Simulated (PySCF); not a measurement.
H₃NO₃W, multiplicity 1. Atoms are numbered in the order given.

```xyz
8

W      0.0378     0.0147     0.0000
O      1.0249     0.1198     1.4040
O      1.0249     0.1198    -1.4040
O     -1.2571     1.4043     0.0000
H     -1.1593     2.3643     0.0000
N     -0.8522    -1.7208     0.0000
H     -1.0086    -2.2772     0.8385
H     -1.0086    -2.2772    -0.8385
```

Coordinates come from a B3LYP-D3(BJ)/def2-SVP optimisation. A frequency run showed that this geometry is not a minimum. The spin state was assumed, not searched. The structure was generated by enumeration; whether it is a known compound was not checked. The def2 effective core potentials stand for the cores of W; spin–orbit coupling is left out. One conformer was computed; it need not be the lowest.

Method: PBE/def2-TZVP run with PySCF.

Symmetry labels are those of the subgroup Cs that the program uses (full group Cs).

Computed valence orbital energies around the gap with their symmetry:
```tsv
orbital	symmetry	energy (eV)
HOMO−7	A'	-9.70
HOMO−6	A'	-9.65
HOMO−5	A"	-9.23
HOMO−4	A'	-8.31
HOMO−3	A'	-8.13
HOMO−2	A"	-7.82
HOMO−1	A'	-7.09
HOMO	A"	-7.07
LUMO	A"	-2.18
LUMO+1	A'	-2.15
LUMO+2	A'	-1.07
LUMO+3	A'	-1.03
```
